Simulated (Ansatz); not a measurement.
Computed with Ansatz on PBE0-D4/def2-TZVP structures; ΔE is electronic, products minus reactants. CBS: MP2 limit from def2 TZ/QZ plus the TZ coupled-cluster correction, frozen cores. Functionals use def2-TZVPP. B3LYP here is the variant with VWN-RPA as its local correlation; programs differ in this. One conformer a species, not always the lowest.

`CN([SiH2]O)[SiH2]Cl` + `[SiH3]O[SiH2]S` → `CN([SiH3])[SiH2]Cl` + `O[SiH2]O[SiH2]S`  (redistribution)

Question: Is it downhill or uphill in electronic energy at CCSD(T)/CBS, and by how much? (Best estimate.)

Answer: The calculation gave: Downhill: ΔE = -13.0 kJ/mol.

Question: What do these levels give: r2SCAN-D4, PBE0-D4, B3LYP-D4, ωB97X-V, ωB97M-V, PBE, SCS-MP2/def2-TZVPP, CCSD/def2-TZVPP, HF/def2-QZVPP, MP2/def2-QZVPP, MP2/CBS(def2), CCSD/CBS(def2)? (Estimate.)

Answer: Ansatz gave: r2SCAN-D4 -12.5, PBE0-D4 -12.9, B3LYP-D4 -12.3, ωB97X-V -12.3, ωB97M-V -12.4, PBE -13.6, SCS-MP2/def2-TZVPP -12.4, CCSD/def2-TZVPP -12.7, HF/def2-QZVPP -11.2, MP2/def2-QZVPP -13.2, MP2/CBS(def2) -13.2, CCSD/CBS(def2) -12.6 kJ/mol.

Largest T1 diagnostic among the species: 0.012.
